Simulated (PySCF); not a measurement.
BH3N, B2FHN (calculated)

All values are calculated (PySCF 2.14.0). Calculation on a computer-drawn molecule: vertical ionisation energy to the stated ion spin, frozen-core CCSD(T) at the basis limit and cheaper methods, single-reference cases, UHF for radicals, no spin-orbit; all values are single points at the evaluated structure, the first of each entry, which is the reference or a displaced copy of it and isn't optimised; the reference structure only sets the zero of the energies above reference; triples share is (T) over the correlation energy.

Common to all runs: charge 0; multiplicity 2; ion multiplicity 1; diffuse functions no; basis cc-pVnZ; reference is the Hartree-Fock double-zeta minimum; best is HF at quadruple zeta + MP2 correlation extrapolated from triple and quadruple zeta + CCSD(T) minus MP2 at triple zeta; basis step is the size of the change from the same recipe one zeta lower.

(1) BH3N

Evaluated structure:
```xyz
5
BH3N
B     -0.1550     0.5137     1.8789
N     -0.0776     1.8870     1.8158
H     -0.9104    -0.1434     1.2207
H     -0.5920     2.3921     1.2590
H      0.5629     2.4292     2.3672
```

Reference structure:
```xyz
5
BH3N
B     -0.1584     0.5136     1.8779
N     -0.0751     1.8891     1.8093
H     -0.9122    -0.1486     1.2202
H     -0.6437     2.4435     1.1988
H      0.5586     2.4269     2.3640
```

It finds ionisation energy best 8.142 eV; ionisation energy basis step 0.02711 eV; energy above reference best 6.077 kcal/mol; energy above reference basis step 0.134 kcal/mol; total energy HF triple zeta -80.8780 hartree; total energy CCSD(T) triple zeta -81.2030 hartree; total energy best -81.2446 hartree; T1 diagnostic at triple zeta 0.01375; D1 diagnostic at triple zeta 0.04292; spin squared at triple zeta 0.7559; ion T1 diagnostic at triple zeta 0.01584; ion D1 diagnostic at triple zeta 0.04131; triples share at triple zeta 0.03442; basis functions triple zeta 102; dipole magnitude HF at triple zeta 2.047 debye; dipole magnitude CCSD unrelaxed at triple zeta 2.275 debye; dipole magnitude PBE at triple zeta 2.41 debye; dipole magnitude r2SCAN at triple zeta 2.33 debye; dipole magnitude B3LYP at triple zeta 2.294 debye; dipole magnitude wB97X at triple zeta 2.272 debye.

Drawn bonds:
```
atom  other atom  order
   1           2      1
   1           3      1
   2           4      1
   2           5      1
```

Triple zeta:
```
 method  ionisation energy (eV)  energy above reference (kcal/mol)
     HF                   7.833                              4.882
    PBE                   8.171                              7.035
 r2SCAN                   8.313                               6.28
  B3LYP                   8.232                              6.259
  wB97X                   8.068                              6.136
    MP2                   8.052                               6.11
   CCSD                   8.083                              6.044
CCSD(T)                   8.081                              6.254
```

(2) BH3N

Evaluated structure:
```xyz
5
BH3N
B     -0.1550     0.5137     1.8789
N     -0.0776     1.8870     1.8158
H     -0.9104    -0.1434     1.2207
H     -0.7050     2.5030     1.1367
H      0.5629     2.4292     2.3672
```

Reference structure:
```xyz
5
BH3N
B     -0.1584     0.5136     1.8779
N     -0.0751     1.8891     1.8093
H     -0.9122    -0.1486     1.2202
H     -0.6437     2.4435     1.1988
H      0.5586     2.4269     2.3640
```

Results for BH3N: ionisation energy best 8.07 eV; ionisation energy basis step 0.02708 eV; energy above reference best 4.27 kcal/mol; energy above reference basis step 0.1002 kcal/mol; total energy HF triple zeta -80.8759 hartree; total energy CCSD(T) triple zeta -81.2063 hartree; total energy best -81.2475 hartree; T1 diagnostic at triple zeta 0.01509; D1 diagnostic at triple zeta 0.04621; spin squared at triple zeta 0.7575; ion T1 diagnostic at triple zeta 0.01629; ion D1 diagnostic at triple zeta 0.04228; triples share at triple zeta 0.03631; basis functions triple zeta 102; dipole magnitude HF at triple zeta 2.107 debye; dipole magnitude CCSD unrelaxed at triple zeta 2.316 debye; dipole magnitude PBE at triple zeta 2.357 debye; dipole magnitude r2SCAN at triple zeta 2.3 debye; dipole magnitude B3LYP at triple zeta 2.276 debye; dipole magnitude wB97X at triple zeta 2.308 debye.

Drawn bonds:
```
atom  other atom  order
   1           2      1
   1           3      1
   2           4      1
   2           5      1
```

Triple zeta:
```
 method  ionisation energy (eV)  energy above reference (kcal/mol)
     HF                   7.744                              6.245
    PBE                   8.109                              2.966
 r2SCAN                   8.248                              3.908
  B3LYP                   8.161                              3.911
  wB97X                   7.999                              4.426
    MP2                   7.964                              4.475
   CCSD                   8.009                              4.475
CCSD(T)                   8.007                              4.174
```

(3) BH3N

Evaluated structure:
```xyz
5
BH3N
B     -0.1550     0.5137     1.8789
N     -0.0776     1.8870     1.8158
H     -0.9104    -0.1434     1.2207
H     -0.7259     2.5235     1.1141
H      0.5629     2.4292     2.3672
```

Reference structure:
```xyz
5
BH3N
B     -0.1584     0.5136     1.8779
N     -0.0751     1.8891     1.8093
H     -0.9122    -0.1486     1.2202
H     -0.6437     2.4435     1.1988
H      0.5586     2.4269     2.3640
```

It finds ionisation energy best 8.062 eV; ionisation energy basis step 0.02694 eV; energy above reference best 7.374 kcal/mol; energy above reference basis step 0.1285 kcal/mol; total energy HF triple zeta -80.8697 hartree; total energy CCSD(T) triple zeta -81.2014 hartree; total energy best -81.2426 hartree; T1 diagnostic at triple zeta 0.01553; D1 diagnostic at triple zeta 0.04711; spin squared at triple zeta 0.7583; ion T1 diagnostic at triple zeta 0.01638; ion D1 diagnostic at triple zeta 0.04252; triples share at triple zeta 0.03673; basis functions triple zeta 102; dipole magnitude HF at triple zeta 2.106 debye; dipole magnitude CCSD unrelaxed at triple zeta 2.306 debye; dipole magnitude PBE at triple zeta 2.315 debye; dipole magnitude r2SCAN at triple zeta 2.265 debye; dipole magnitude B3LYP at triple zeta 2.247 debye; dipole magnitude wB97X at triple zeta 2.298 debye.

Drawn bonds:
```
atom  other atom  order
   1           2      1
   1           3      1
   2           4      1
   2           5      1
```

Triple zeta:
```
 method  ionisation energy (eV)  energy above reference (kcal/mol)
     HF                   7.731                              10.09
    PBE                   8.105                               5.61
 r2SCAN                   8.244                              6.865
  B3LYP                   8.154                              6.878
  wB97X                    7.99                              7.643
    MP2                   7.951                              7.711
   CCSD                   8.001                              7.675
CCSD(T)                   7.999                               7.26
```

(4) B2FHN

Evaluated structure:
```xyz
5
B2FHN
B     -0.9041     1.9646     1.4210
N     -0.4093     1.8610     0.2841
B      0.3038     1.6640    -0.8977
F     -0.1571     1.9971    -2.0963
H     -1.3789     2.0667     2.4860
```

Reference structure:
```xyz
5
B2FHN
B     -0.9041     1.9646     1.4210
N     -0.4093     1.8610     0.2841
B      0.3038     1.6640    -0.8977
F     -0.1571     1.9971    -2.0963
H     -1.3789     2.0667     2.4860
```

It finds ionisation energy best 8.461 eV; ionisation energy basis step 0.04522 eV; energy above reference best 0 kcal/mol; energy above reference basis step 0 kcal/mol; total energy HF triple zeta -203.9601 hartree; total energy CCSD(T) triple zeta -204.5987 hartree; total energy best -204.6980 hartree; T1 diagnostic at triple zeta 0.01734; D1 diagnostic at triple zeta 0.04513; spin squared at triple zeta 0.7577; ion T1 diagnostic at triple zeta 0.01853; ion D1 diagnostic at triple zeta 0.05329; triples share at triple zeta 0.03986; basis functions triple zeta 134; dipole magnitude HF at triple zeta 3.218 debye; dipole magnitude CCSD unrelaxed at triple zeta 2.493 debye; dipole magnitude PBE at triple zeta 2.227 debye; dipole magnitude r2SCAN at triple zeta 2.413 debye; dipole magnitude B3LYP at triple zeta 2.515 debye; dipole magnitude wB97X at triple zeta 2.724 debye.

Drawn bonds:
```
atom  other atom  order
   1           2      1
   2           3      2
   3           4      1
   1           5      1
```

Triple zeta:
```
 method  ionisation energy (eV)  energy above reference (kcal/mol)
     HF                   8.176                                  0
    PBE                   8.332                                  0
 r2SCAN                   8.525                                  0
  B3LYP                   8.452                                  0
  wB97X                    8.34                                  0
    MP2                     8.3                                  0
   CCSD                   8.404                                  0
CCSD(T)                   8.365                                  0
```

(5) B2FHN

Evaluated structure:
```xyz
5
B2FHN
B     -0.8901     1.9843     1.4486
N     -0.3395     1.8978     0.2923
B      0.2427     1.6333    -0.9295
F     -0.2299     1.9961    -2.1125
H     -1.3864     2.0889     2.5143
```

Reference structure:
```xyz
5
B2FHN
B     -0.9041     1.9646     1.4210
N     -0.4093     1.8610     0.2841
B      0.3038     1.6640    -0.8977
F     -0.1571     1.9971    -2.0963
H     -1.3789     2.0667     2.4860
```

Results for B2FHN: ionisation energy best 8.196 eV; ionisation energy basis step 0.04459 eV; energy above reference best 0.7439 kcal/mol; energy above reference basis step 0.2655 kcal/mol; total energy HF triple zeta -203.9566 hartree; total energy CCSD(T) triple zeta -204.5980 hartree; total energy best -204.6968 hartree; T1 diagnostic at triple zeta 0.01842; D1 diagnostic at triple zeta 0.05097; spin squared at triple zeta 0.7615; ion T1 diagnostic at triple zeta 0.01846; ion D1 diagnostic at triple zeta 0.0515; triples share at triple zeta 0.04067; basis functions triple zeta 134; dipole magnitude HF at triple zeta 3.529 debye; dipole magnitude CCSD unrelaxed at triple zeta 2.732 debye; dipole magnitude PBE at triple zeta 2.381 debye; dipole magnitude r2SCAN at triple zeta 2.588 debye; dipole magnitude B3LYP at triple zeta 2.713 debye; dipole magnitude wB97X at triple zeta 2.984 debye.

Drawn bonds:
```
atom  other atom  order
   1           2      1
   2           3      2
   3           4      1
   1           5      1
```

Triple zeta:
```
 method  ionisation energy (eV)  energy above reference (kcal/mol)
     HF                   7.851                              2.185
    PBE                   8.097                          -0.006258
 r2SCAN                   8.273                             0.5826
  B3LYP                   8.193                             0.7917
  wB97X                   8.061                               1.18
    MP2                   8.028                             0.6347
   CCSD                   8.125                             0.8856
CCSD(T)                   8.099                             0.4915
```

(6) B2FHN

Evaluated structure:
```xyz
5
B2FHN
B     -0.9367     1.9878     1.3701
N     -0.4013     1.8710     0.2847
B      0.2849     1.6387    -0.9181
F     -0.1213     1.9969    -2.1062
H     -1.3663     2.0694     2.4306
```

Reference structure:
```xyz
5
B2FHN
B     -0.9041     1.9646     1.4210
N     -0.4093     1.8610     0.2841
B      0.3038     1.6640    -0.8977
F     -0.1571     1.9971    -2.0963
H     -1.3789     2.0667     2.4860
```

Results for B2FHN: ionisation energy best 8.399 eV; ionisation energy basis step 0.04294 eV; energy above reference best 1.826 kcal/mol; energy above reference basis step 0.3164 kcal/mol; total energy HF triple zeta -203.9590 hartree; total energy CCSD(T) triple zeta -204.5954 hartree; total energy best -204.6951 hartree; T1 diagnostic at triple zeta 0.01667; D1 diagnostic at triple zeta 0.04223; spin squared at triple zeta 0.7565; ion T1 diagnostic at triple zeta 0.01797; ion D1 diagnostic at triple zeta 0.05175; triples share at triple zeta 0.03913; basis functions triple zeta 134; dipole magnitude HF at triple zeta 2.887 debye; dipole magnitude CCSD unrelaxed at triple zeta 2.225 debye; dipole magnitude PBE at triple zeta 1.981 debye; dipole magnitude r2SCAN at triple zeta 2.151 debye; dipole magnitude B3LYP at triple zeta 2.242 debye; dipole magnitude wB97X at triple zeta 2.436 debye.

Drawn bonds:
```
atom  other atom  order
   1           2      1
   2           3      2
   3           4      1
   1           5      1
```

Triple zeta:
```
 method  ionisation energy (eV)  energy above reference (kcal/mol)
     HF                   8.111                             0.6661
    PBE                   8.276                              2.437
 r2SCAN                   8.465                              1.908
  B3LYP                   8.394                              1.653
  wB97X                   8.277                              1.673
    MP2                   8.239                               2.07
   CCSD                   8.342                              1.748
CCSD(T)                   8.304                              2.094
```

(7) B2FHN

Evaluated structure:
```xyz
5
B2FHN
B     -0.8709     1.8970     1.3449
N     -0.5298     1.8242     0.2835
B      0.2360     1.7400    -0.9549
F     -0.2001     1.9054    -2.1019
H     -1.3980     2.0528     2.4447
```

Reference structure:
```xyz
5
B2FHN
B     -0.9041     1.9646     1.4210
N     -0.4093     1.8610     0.2841
B      0.3038     1.6640    -0.8977
F     -0.1571     1.9971    -2.0963
H     -1.3789     2.0667     2.4860
```

It finds ionisation energy best 8.513 eV; ionisation energy basis step 0.03732 eV; energy above reference best 29.08 kcal/mol; energy above reference basis step 1.604 kcal/mol; total energy HF triple zeta -203.9204 hartree; total energy CCSD(T) triple zeta -204.5503 hartree; total energy best -204.6517 hartree; T1 diagnostic at triple zeta 0.0146; D1 diagnostic at triple zeta 0.0384; spin squared at triple zeta 0.7537; ion T1 diagnostic at triple zeta 0.01681; ion D1 diagnostic at triple zeta 0.04951; triples share at triple zeta 0.03708; basis functions triple zeta 134; dipole magnitude HF at triple zeta 1.652 debye; dipole magnitude CCSD unrelaxed at triple zeta 1.196 debye; dipole magnitude PBE at triple zeta 1.103 debye; dipole magnitude r2SCAN at triple zeta 1.202 debye; dipole magnitude B3LYP at triple zeta 1.249 debye; dipole magnitude wB97X at triple zeta 1.345 debye.

Drawn bonds:
```
atom  other atom  order
   1           2      1
   2           3      2
   3           4      1
   1           5      1
```

Triple zeta:
```
 method  ionisation energy (eV)  energy above reference (kcal/mol)
     HF                   8.279                              24.89
    PBE                   8.377                              31.32
 r2SCAN                   8.573                              29.69
  B3LYP                   8.518                              28.77
  wB97X                   8.411                              28.24
    MP2                   8.358                              30.74
   CCSD                   8.466                               29.1
CCSD(T)                   8.423                              30.42
```

(8) B2FHN

Evaluated structure:
```xyz
5
B2FHN
B     -0.8709     1.8970     1.3449
N     -0.5628     1.8312     0.3861
B      0.2030     1.7470    -0.8523
F     -0.2331     1.9124    -1.9993
H     -1.3980     2.0528     2.4447
```

Reference structure:
```xyz
5
B2FHN
B     -0.9041     1.9646     1.4210
N     -0.4093     1.8610     0.2841
B      0.3038     1.6640    -0.8977
F     -0.1571     1.9971    -2.0963
H     -1.3789     2.0667     2.4860
```

The calculation gives: ionisation energy best 8.743 eV; ionisation energy basis step 0.03572 eV; energy above reference best 97.45 kcal/mol; energy above reference basis step 2.959 kcal/mol; total energy HF triple zeta -203.8151 hartree; total energy CCSD(T) triple zeta -204.4386 hartree; total energy best -204.5427 hartree; T1 diagnostic at triple zeta 0.01353; D1 diagnostic at triple zeta 0.03818; spin squared at triple zeta 0.7528; ion T1 diagnostic at triple zeta 0.01646; ion D1 diagnostic at triple zeta 0.04975; triples share at triple zeta 0.03509; basis functions triple zeta 134; dipole magnitude HF at triple zeta 1.061 debye; dipole magnitude CCSD unrelaxed at triple zeta 0.7583 debye; dipole magnitude PBE at triple zeta 0.7248 debye; dipole magnitude r2SCAN at triple zeta 0.7794 debye; dipole magnitude B3LYP at triple zeta 0.797 debye; dipole magnitude wB97X at triple zeta 0.851 debye.

Drawn bonds:
```
atom  other atom  order
   1           2      1
   2           3      2
   3           4      1
   1           5      1
```

Triple zeta:
```
 method  ionisation energy (eV)  energy above reference (kcal/mol)
     HF                   8.561                              90.97
    PBE                   8.604                              100.8
 r2SCAN                   8.809                              98.14
  B3LYP                   8.765                              96.12
  wB97X                   8.652                              95.65
    MP2                   8.589                              100.9
   CCSD                   8.703                              98.27
CCSD(T)                   8.656                              100.5
```

(9) B2FHN

Evaluated structure:
```xyz
5
B2FHN
B     -0.8709     1.8970     1.3449
N     -0.4984     1.8175     0.1856
B      0.2674     1.7333    -1.0528
F     -0.1687     1.8987    -2.1998
H     -1.3980     2.0528     2.4447
```

Reference structure:
```xyz
5
B2FHN
B     -0.9041     1.9646     1.4210
N     -0.4093     1.8610     0.2841
B      0.3038     1.6640    -0.8977
F     -0.1571     1.9971    -2.0963
H     -1.3789     2.0667     2.4860
```

Results for B2FHN: ionisation energy best 8.296 eV; ionisation energy basis step 0.03908 eV; energy above reference best 7.237 kcal/mol; energy above reference basis step 0.5057 kcal/mol; total energy HF triple zeta -203.9501 hartree; total energy CCSD(T) triple zeta -204.5870 hartree; total energy best -204.6865 hartree; T1 diagnostic at triple zeta 0.01628; D1 diagnostic at triple zeta 0.04242; spin squared at triple zeta 0.7559; ion T1 diagnostic at triple zeta 0.01743; ion D1 diagnostic at triple zeta 0.04984; triples share at triple zeta 0.03927; basis functions triple zeta 134; dipole magnitude HF at triple zeta 2.238 debye; dipole magnitude CCSD unrelaxed at triple zeta 1.604 debye; dipole magnitude PBE at triple zeta 1.44 debye; dipole magnitude r2SCAN at triple zeta 1.582 debye; dipole magnitude B3LYP at triple zeta 1.664 debye; dipole magnitude wB97X at triple zeta 1.825 debye.

Drawn bonds:
```
atom  other atom  order
   1           2      1
   2           3      2
   3           4      1
   1           5      1
```

Triple zeta:
```
 method  ionisation energy (eV)  energy above reference (kcal/mol)
     HF                   8.001                               6.27
    PBE                   8.171                              8.172
 r2SCAN                   8.355                               7.83
  B3LYP                    8.29                              7.708
  wB97X                   8.179                              7.471
    MP2                   8.142                              7.613
   CCSD                   8.239                              7.107
CCSD(T)                   8.205                              7.386
```

(10) B2FHN

Evaluated structure:
```xyz
5
B2FHN
B     -0.8731     2.0548     1.3945
N     -0.4126     1.9291     0.2433
B      0.2692     1.6819    -0.9142
F     -0.1555     1.9131    -2.1307
H     -1.3623     2.0581     2.4307
```

Reference structure:
```xyz
5
B2FHN
B     -0.9041     1.9646     1.4210
N     -0.4093     1.8610     0.2841
B      0.3038     1.6640    -0.8977
F     -0.1571     1.9971    -2.0963
H     -1.3789     2.0667     2.4860
```

Drawn bonds:
```
atom  other atom  order
   1           2      1
   2           3      2
   3           4      1
   1           5      1
```

To be estimated
1. Estimate the dipole magnitude wB97X at triple zeta of B2FHN (entry 10).
2. Estimate the spin squared at triple zeta of B2FHN (entry 10).
3. B2FHN (entry 10): ion D1 diagnostic at triple zeta?
4. B2FHN (entry 10): triples share at triple zeta?
5. Give the table of triple zeta values for B2FHN (entry 10).

Calculated values
1. 2.797 debye
2. 0.76
3. 0.04954
4. 0.03964
5. 
Triple zeta:
```
 method  ionisation energy (eV)  energy above reference (kcal/mol)
     HF                   7.798                              0.701
    PBE                   8.054                             0.8713
 r2SCAN                   8.224                             0.6189
  B3LYP                   8.149                             0.5679
  wB97X                   8.015                              1.011
    MP2                   7.976                               1.16
   CCSD                   8.075                             0.9671
CCSD(T)                   8.049                              1.069
```

Further results for B2FHN (entry 10):

```
ionisation energy best                         : 8.146 eV
ionisation energy basis step                   : 0.04392 eV
energy above reference best                    : 0.8571 kcal/mol
energy above reference basis step              : 0.2175 kcal/mol
total energy HF triple zeta                    : -203.9590 hartree
total energy CCSD(T) triple zeta               : -204.5970 hartree
total energy best                              : -204.6967 hartree
T1 diagnostic at triple zeta                   : 0.01753
D1 diagnostic at triple zeta                   : 0.04667
ion T1 diagnostic at triple zeta               : 0.01774
basis functions triple zeta                    : 134
dipole magnitude HF at triple zeta             : 3.338 debye
dipole magnitude CCSD unrelaxed at triple zeta : 2.583 debye
dipole magnitude PBE at triple zeta            : 2.229 debye
dipole magnitude r2SCAN at triple zeta         : 2.43 debye
dipole magnitude B3LYP at triple zeta          : 2.549 debye
```
